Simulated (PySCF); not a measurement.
C4H5Si, SMILES C1=C[SiH]C=C1 (connectivity only; charge and spin as stated), charge +1, multiplicity 1.

Geometry optimised at PBE-D3(BJ)/def2-SVP. The multiplicity is an assumed one; no other spin state was optimised. The isomer is the one that the SMILES or the coordinates give; other isomers of the formula were not compared.

Computed with PBE-D3(BJ)/def2-SVP (PySCF).

Frequencies are harmonic and unscaled.

```tsv
mode	ν (cm⁻¹)	IR (km/mol)	moving atoms (share of kinetic energy)
1	203	6.7	C 51 %, H 46 %
2	298	0.0	C 59 %, H 41 %
3	481	43.1	Si 50 %, C 45 %
4	524	1.8	H 67 %, Si 17 %, C 17 %
5	558	4.7	C 69 %, Si 26 %
6	648	5.6	H 85 %, C 15 %
7	706	148.8	H 84 %, C 12 %
8	739	0.0	H 73 %, C 27 %
9	773	6.6	C 67 %, H 23 %, Si 10 %
10	882	0.0	C 73 %, H 25 %
11	891	51.6	C 43 %, H 41 %, Si 16 %
12	961	0.7	H 79 %, C 21 %
13	969	0.0	H 65 %, C 35 %
14	1060	18.0	H 94 %
15	1068	6.4	H 78 %, C 21 %
16	1228	5.3	H 70 %, C 30 %
17	1273	42.3	H 64 %, C 36 %
18	1519	25.0	C 97 %
19	1549	0.1	C 87 %, H 13 %
20	2236	12.1	H 96 %
21	3118	0.1	H 91 %, C 9 %
22	3125	12.7	H 91 %, C 9 %
23	3183	73.4	H 91 %, C 9 %
24	3185	1.0	H 91 %, C 9 %
```
